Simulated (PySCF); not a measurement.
Geometry:
```json
{"atom": "F1", "x (Å)": "-2.685", "y (Å)": "0.240", "z (Å)": "1.100"}
{"atom": "C2", "x (Å)": "-1.726", "y (Å)": "0.096", "z (Å)": "0.110"}
{"atom": "C3", "x (Å)": "-0.834", "y (Å)": "1.330", "z (Å)": "0.112"}
{"atom": "C4", "x (Å)": "0.149", "y (Å)": "1.308", "z (Å)": "-1.051"}
{"atom": "P5", "x (Å)": "1.280", "y (Å)": "-0.169", "z (Å)": "-1.122"}
{"atom": "Si6", "x (Å)": "2.387", "y (Å)": "-0.039", "z (Å)": "0.820"}
{"atom": "C7", "x (Å)": "0.019", "y (Å)": "-1.491", "z (Å)": "-0.769"}
{"atom": "C8", "x (Å)": "-0.950", "y (Å)": "-1.189", "z (Å)": "0.367"}
{"atom": "H9", "x (Å)": "-2.283", "y (Å)": "0.026", "z (Å)": "-0.835"}
{"atom": "H10", "x (Å)": "-0.303", "y (Å)": "1.382", "z (Å)": "1.065"}
{"atom": "H11", "x (Å)": "-1.469", "y (Å)": "2.218", "z (Å)": "0.035"}
{"atom": "H12", "x (Å)": "-0.400", "y (Å)": "1.331", "z (Å)": "-1.999"}
{"atom": "H13", "x (Å)": "0.785", "y (Å)": "2.196", "z (Å)": "-1.024"}
{"atom": "H14", "x (Å)": "1.648", "y (Å)": "0.141", "z (Å)": "2.076"}
{"atom": "H15", "x (Å)": "3.295", "y (Å)": "1.098", "z (Å)": "0.671"}
{"atom": "H16", "x (Å)": "3.129", "y (Å)": "-1.297", "z (Å)": "0.914"}
{"atom": "H17", "x (Å)": "-0.539", "y (Å)": "-1.653", "z (Å)": "-1.697"}
{"atom": "H18", "x (Å)": "0.573", "y (Å)": "-2.410", "z (Å)": "-0.558"}
{"atom": "H19", "x (Å)": "-0.417", "y (Å)": "-1.097", "z (Å)": "1.316"}
{"atom": "H20", "x (Å)": "-1.664", "y (Å)": "-2.012", "z (Å)": "0.464"}
```

Fast rotation and ring inversion assumed for equivalent nuclei, no solvent, one conformer, non-relativistic. Structure optimised with GFN2-xTB; GIAO PBE0/pcSseg-1 shieldings; PySCF 2.14.

**Question.** Predict the 2D correlation tables (HSQC, COSY, HMBC).

**Answer.** 

HSQC (one-bond C–H):
```
            δH            δC
     4.34 (H9)     96.2 (C2)
2.38 (H11/H20)  35.4 (C3/C8)
1.92 (H12/H17)  21.5 (C4/C7)
1.84 (H10/H19)  35.4 (C3/C8)
1.79 (H13/H18)  21.5 (C4/C7)
```

COSY cross peaks (H two or three bonds apart, from the bond graph; peaks can be absent where the dihedral angle is near 90°):
```
            δH              δH
     4.34 (H9)  2.38 (H11/H20)
     4.34 (H9)  1.84 (H10/H19)
2.38 (H11/H20)  1.92 (H12/H17)
2.38 (H11/H20)  1.84 (H10/H19)
2.38 (H11/H20)  1.79 (H13/H18)
1.92 (H12/H17)  1.84 (H10/H19)
1.92 (H12/H17)  1.79 (H13/H18)
1.84 (H10/H19)  1.79 (H13/H18)
```

HMBC (two and three bonds, from the bond graph):
```
                δH                                     δC
         4.34 (H9)             35.4 (C3/C8), 21.5 (C4/C7)
3.99 (H14/H15/H16)                           21.5 (C4/C7)
    2.38 (H11/H20)  96.2 (C2), 35.4 (C3/C8), 21.5 (C4/C7)
    1.92 (H12/H17)  96.2 (C2), 35.4 (C3/C8), 21.5 (C4/C7)
    1.84 (H10/H19)  96.2 (C2), 35.4 (C3/C8), 21.5 (C4/C7)
    1.79 (H13/H18)  96.2 (C2), 35.4 (C3/C8), 21.5 (C4/C7)
```

Referencing at the same level of theory: 1H (σref 31.72), 13C (σref 186.93) against TMS.

Short H···H contacts in this conformer between protons four or more bonds apart (candidates for NOE cross peaks, intensity ∝ r⁻⁶): H10···H14 2.52 Å, H14···H19 2.53 Å, H9···H12 2.57 Å.

Shifts are as computed. Against solution values, carbons near 30 ppm lie about +3 ppm off and those near 130 ppm about +5 ppm. Of 1211 compounds with measured shifts, 218 miss one by over three times the rms of a fit or turn the order of signals round; such compounds aren't used in these exercises.
